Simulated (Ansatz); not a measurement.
A run of Ansatz (development build ahead of 0.2.0) on quartet NiO(+) at this shape:

```xyz
2

Ni    0.0000    0.0000    0.0000
O     0.0000    0.0000    1.6500
```

Its results:

* Converged: yes
* Total energy: -1582.92310 hartree
* Spin squared of the determinant: 3.756
* Stability test: minimum

**Question.** Which input gives this output? Name the method, the orbitals and the basis set, and write the input.

**Answer.** PBE (unrestricted) in pcseg-2.

```yaml
crystal:
  periodic: [false, false, false]
  atoms:
    - { symbol: Ni, position_ang: [0.0, 0.0, 0.0] }
    - { symbol: O, position_ang: [0.0, 0.0, 1.65] }
basis:
  gaussian: { orbitals: pcseg-2 }
total_charge: 1
magnetization:
  spin_polarized: true
  initial_magnetization: 3
hamiltonian:
  xc: pbe
```

Caution: other spin multiplicities were not run.
